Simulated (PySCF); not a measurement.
LDA on Ga⁻ (gallium, charge -1), [Ar] 3d10 4s2 4p2, high-spin 3P determinant. Calculation: PySCF 2.14, in aug-cc-pVDZ-DK (6s5p3d, 36 functions); scalar relativity by spin-free X2C-1e.

```
cycle= 1 E= -1940.60284709465  delta_E= -0.0148  |g|= 0.0981  |ddm|= 0.845
cycle= 2 E= -1940.60506495274  delta_E= -0.00222  |g|= 0.0662  |ddm|= 0.252
cycle= 3 E= -1940.60693254223  delta_E= -0.00187  |g|= 0.00527  |ddm|= 0.133
cycle= 4 E= -1940.60698492165  delta_E= -5.24e-05  |g|= 0.000968  |ddm|= 0.0423
cycle= 5 E= -1940.60698769174  delta_E= -2.77e-06  |g|= 3.61e-05  |ddm|= 0.00783
cycle= 6 E= -1940.6069876951  delta_E= -3.36e-09  |g|= 2.78e-06  |ddm|= 0.000282
cycle= 7 E= -1940.60698769512  delta_E= -2.39e-11  |g|= 2.24e-07  |ddm|= 2.42e-05
converged SCF energy = -1940.60698769512  <S^2> = 2.0006588  2S+1 = 3.0004392
```

Highest occupied orbital energy: 1.297 eV; ⟨L²⟩ = 2.00; populations by l: s 8.00, p 14.00, d 10.00.

(1) Can this result be used?

Answers

(1) With care. Self-consistency was reached. At LDA the highest occupied level has a positive energy, so only the finite basis holds that electron; in a semilocal or global hybrid functional this comes from self-interaction and does not mean that the real anion is unbound.
